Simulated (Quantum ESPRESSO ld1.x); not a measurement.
The lutetium ion Lu+, 70 electrons, occupied as [Xe] 4f14 6s1 5d1 (not the ground configuration). Method: Dirac Kohn-Sham, PBE, spin-unpolarised, spherical densities, point nucleus; open shells are shared between the two j in proportion to 2j + 1; computed with ld1.x of Quantum ESPRESSO 7.5.

X-ray form factor f0, the Fourier transform of the density (f0(0) = 70):

sin(theta)/lambda (1/angstrom),f0 (electrons)
0.05,69.063
0.1,66.658
0.15,63.514
0.2,60.095
0.25,56.606
0.3,53.166
0.4,46.781
0.5,41.299
0.6,36.673
0.8,29.347
1,23.998
1.25,19.538
1.5,16.775
2,13.271
